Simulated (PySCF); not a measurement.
## Identify the compound

The spectra below were simulated for a compound C₂H₁₃NO₂Si₃.

¹H NMR (500 MHz, computed): δ 5.23 (s, 3H), 5.09 (s, 2H), 4.99 (s, 2H), 2.65 (s, 6H).

¹³C{¹H} NMR (computed): δ 37.8 (2C).

- geometry: GFN2-xTB
- shieldings: GIAO PBE0/pcSseg-1
- program: PySCF
- non-relativistic Hamiltonian, no solvent model, one computed conformer, equivalent nuclei averaged

Referencing at the same level of theory: TMS for ¹H, ¹³C.

Q: Deduce the structure.

A: 
1. Rings plus π bonds: 0.
2. 1 carbon signal for 2 carbons: some carbons are equivalent by symmetry or fast rotation.
3. Carbon types of the structure: 2 × CH3, leaving 7 H on heteroatoms.
4. δC 37.8: methyl carbon bonded to N; deshielded by the electronegative neighbour.
5. δH 5.23: hydrogen on a silicon bonded to O.
6. δH 5.09: hydrogen on a silicon bonded to N, O.
7. δH 4.99: hydrogen on a silicon bonded to 2 O.
8. δH 2.65: hydrogen on a methyl carbon bonded to N; its carbon carries N, which withdraws density.

The compound is `CN(C)[SiH2]O[SiH2]O[SiH3]`.

This is the structure that produced the data.

Shifts are as computed. Against solution values, carbons near 30 ppm lie about +3 ppm off and those near 130 ppm about +5 ppm. Of 1211 compounds with measured shifts, 218 miss one by over three times the rms of a fit or turn the order of signals round; such compounds aren't used in these exercises. No couplings were computed; multiplicities are counted from neighbouring protons, with m where these are inequivalent, close in shift, in a saturated or five-membered ring or joined by F or P, and br s for small geminal =CH2 splittings.
